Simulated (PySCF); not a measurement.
# Peak assignment

Bonds (- single, = double, # triple, : aromatic): C1-Si2, Si2-O3, O3-Si4, Si4-C5, Si4-C6, C6=O7, C6-O8. C1 carries H9, H10, H11; Si2 carries H12, H13; Si4 carries H14; C5 carries H15, H16, H17; O8 carries H18. Stereochemistry as in C[SiH2]O[Si@@H](C)C(=O)O. H12 is pro-R; H13 is pro-S.

Isolated molecule, fast rotation and ring inversion assumed for equivalent nuclei, no relativistic terms, a single conformation. PBE0/pcSseg-1 with gauge-including orbitals; geometry: GFN2-xTB; PySCF.

Chemical shifts δ = σref − σ; ¹³C and ¹H against TMS, all at this level.

Task: Assign these signals to the numbered atoms. ¹³C{¹H} NMR (computed): δ 188.6, 0.0, -0.2.

Result: 
```tsv
δ (ppm)	atoms	environment	reason
188.6	C6	carbonyl carbon	–
0.0	C1	methyl carbon bonded to Si	an electropositive neighbour leaves it electron-rich and shielded
-0.2	C5	methyl carbon bonded to Si	–
```

C1 and C5 lie closer than the usual error of such a calculation, so a measured spectrum could show them in the other order.

Task: Assign these signals to the numbered atoms. ¹H NMR (500 MHz, computed): δ 6.67 (br s, 1H), 5.31 (m, 1H), 5.22 (m, 1H), 5.17 (q, 1H), 0.55 (m, 3H), 0.45 (d, 3H).

Result: 
6.67 → H18, hydrogen on an acid hydroxyl oxygen: exchangeable, gas-phase position
5.31 → H12, hydrogen on a silicon bonded to C, O
5.22 → H13, hydrogen on a silicon bonded to C, O
5.17 → H14, hydrogen on a silicon bonded to 2 C, O
0.55 → H9/H10/H11, hydrogen on a methyl carbon bonded to Si: an electropositive neighbour shields it, as in TMS itself
0.45 → H15/H16/H17, hydrogen on a methyl carbon bonded to Si

H12 and H13; H13 and H14; H9/H10/H11 and H15/H16/H17 lie closer than the usual error of such a calculation, so a measured spectrum could show them in the other order.

The OH or NH signal is concentration- and solvent-dependent in practice; the value given is the gas-phase one. Shifts are as computed. Against solution values, carbons near 30 ppm lie about +3 ppm off and those near 130 ppm about +5 ppm. Of 1211 compounds with measured shifts, 218 miss one by over three times the rms of a fit or turn the order of signals round; such compounds aren't used in these exercises. The C=O carbon of an acid or of an amide with N–H lies up to 10 ppm further downfield in solution, through hydrogen bonding that the calculation lacks. Multiplicities follow the n + 1 count of equivalent neighbours, as no J values were calculated; m marks all less simple cases, F and P coupling included.
